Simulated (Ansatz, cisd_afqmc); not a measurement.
Species: H$_{2}$Se, charge 0, singlet. H2Se (selane, SMILES [SeH2]).
B3LYP-D3(BJ)/def2-TZVP minimum from Ansatz (a program for electronic structure):
```xyz
3

Se    -0.0012     0.0571     0.0009
H     -1.0300    -0.9935    -0.0128
H      1.0722    -0.9476    -0.0191
```

Total energies in cc-pVTZ, 8 correlated electrons, 14 frozen orbitals. Radicals and triplets start from unrestricted determinants; spin-orbit coupling is neglected. Correlated methods leave the cores frozen (noble-gas shells, and filled d and f shells in the p block). No relativity. AFQMC/CISD: phaseless, guided by CISD from CCSD amplitudes; bars are statistical, one sigma. Outlying blocks are dropped, and bars are widened where a walk drifts. Over all cases where full CI ran beside it in this data, AFQMC minus full CI had a median of +0.1 mEh and passed +0.4 mEh in a tenth of the cases.

```
method         program          energy (Eh)  minus CCSDTQ (mEh)
----------  ----------  -------------------  ------------------
HF              Ansatz          -2401.04843              198.90
MP2             Ansatz          -2401.21681               30.53
CCSD            Ansatz          -2401.23982                7.52
CCSD(T)         Ansatz          -2401.24642                0.92
CCSDT(Q)        Ansatz          -2401.24732                0.02
CCSDTQ          Ansatz          -2401.24734                0.00
AFQMC/CISD  cisd_afqmc  -2401.2471 ± 0.0003           0.2 ± 0.3
```

Rough core times of Ansatz's runs on a shared machine: CCSD(T) under 20 s, CCSDT(Q) under 20 s, CCSDTQ 4 min.
